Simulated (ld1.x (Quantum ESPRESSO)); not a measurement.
**u(r) = r·R(r): atom against pseudo-atom (magnesium)**

Columns: radius, all-electron u(r) and pseudo u(r) of the 2s shell (level -88.91 eV) of magnesium in the configuration [He] 2s2 2p6 3s1 3p0; PBE, scalar-relativistic, RRKJ scheme, ld1.x (Quantum ESPRESSO) 7.5.

```json
{"r (bohr)": "0.045", "all-electron": "0.5172", "pseudo": "-0.1172"}
{"r (bohr)": "0.090", "all-electron": "0.5213", "pseudo": "-0.2363"}
{"r (bohr)": "0.135", "all-electron": "0.2975", "pseudo": "-0.3586"}
{"r (bohr)": "0.180", "all-electron": "-0.0049", "pseudo": "-0.4839"}
{"r (bohr)": "0.225", "all-electron": "-0.3096", "pseudo": "-0.6109"}
{"r (bohr)": "0.270", "all-electron": "-0.5804", "pseudo": "-0.7367"}
{"r (bohr)": "0.315", "all-electron": "-0.8029", "pseudo": "-0.8569"}
{"r (bohr)": "0.360", "all-electron": "-0.9743", "pseudo": "-0.9667"}
{"r (bohr)": "0.405", "all-electron": "-1.0973", "pseudo": "-1.0610"}
{"r (bohr)": "0.450", "all-electron": "-1.1779", "pseudo": "-1.1355"}
{"r (bohr)": "0.495", "all-electron": "-1.2226", "pseudo": "-1.1871"}
{"r (bohr)": "0.540", "all-electron": "-1.2383", "pseudo": "-1.2147"}
{"r (bohr)": "0.585", "all-electron": "-1.2311", "pseudo": "-1.2189"}
{"r (bohr)": "0.630", "all-electron": "-1.2063", "pseudo": "-1.2022"}
{"r (bohr)": "0.675", "all-electron": "-1.1683", "pseudo": "-1.1684"}
{"r (bohr)": "0.720", "all-electron": "-1.1210", "pseudo": "-1.1222"}
{"r (bohr)": "0.765", "all-electron": "-1.0673", "pseudo": "-1.0680"}
{"r (bohr)": "0.810", "all-electron": "-1.0097", "pseudo": "-1.0098"}
{"r (bohr)": "0.855", "all-electron": "-0.9499", "pseudo": "-0.9499"}
{"r (bohr)": "0.900", "all-electron": "-0.8896", "pseudo": "-0.8896"}
{"r (bohr)": "0.945", "all-electron": "-0.8297", "pseudo": "-0.8297"}
{"r (bohr)": "0.990", "all-electron": "-0.7712", "pseudo": "-0.7712"}
{"r (bohr)": "1.035", "all-electron": "-0.7147", "pseudo": "-0.7147"}
{"r (bohr)": "1.080", "all-electron": "-0.6605", "pseudo": "-0.6605"}
{"r (bohr)": "1.125", "all-electron": "-0.6091", "pseudo": "-0.6091"}
{"r (bohr)": "1.170", "all-electron": "-0.5604", "pseudo": "-0.5604"}
```

Q: How many radial nodes do the two functions have?

A: The all-electron 2s function has n − l − 1 = 1; the pseudo-wave has 0, since the states of the same l below it are removed with the core.

Q: At about which radius was the pseudo-wave matched?

A: 0.85 bohr, where the columns begin to agree (steps of 0.04 bohr).

Q: Is the pseudo-wave norm-conserving?

A: Yes: the RRKJ scheme keeps the norm inside the radius equal to the all-electron one, which fixes the energy derivative of the logarithmic derivative at the level.
